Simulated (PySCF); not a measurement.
# Radial density of In⁺ (indium, charge +1)

UHF, [Kr] 4d10 5s2, closed-shell 1S. All numbers are calculated (PySCF 2.14, scalar relativity by spin-free X2C-1e, in x2c-QZVPPall with one added diffuse shell each of s, p, d, f type (14s10p8d5f1g, 128 functions)).

```json
{"r (bohr)": "0.0230", "4πr²ρ (e/bohr)": "62.83"}
{"r (bohr)": "0.0386", "4πr²ρ (e/bohr)": "54.07"}
{"r (bohr)": "0.0649", "4πr²ρ (e/bohr)": "68.53"}
{"r (bohr)": "0.109", "4πr²ρ (e/bohr)": "76.55"}
{"r (bohr)": "0.184", "4πr²ρ (e/bohr)": "54.82"}
{"r (bohr)": "0.309", "4πr²ρ (e/bohr)": "62.69"}
{"r (bohr)": "0.520", "4πr²ρ (e/bohr)": "21.07"}
{"r (bohr)": "0.874", "4πr²ρ (e/bohr)": "21.72"}
{"r (bohr)": "1.47", "4πr²ρ (e/bohr)": "7.469"}
{"r (bohr)": "2.47", "4πr²ρ (e/bohr)": "1.442"}
{"r (bohr)": "4.16", "4πr²ρ (e/bohr)": "0.1873"}
{"r (bohr)": "7.00", "4πr²ρ (e/bohr)": "0.002008"}
```

Densities and radii are taken from the X2C orbitals without a picture-change correction, which distorts them close to the nucleus.
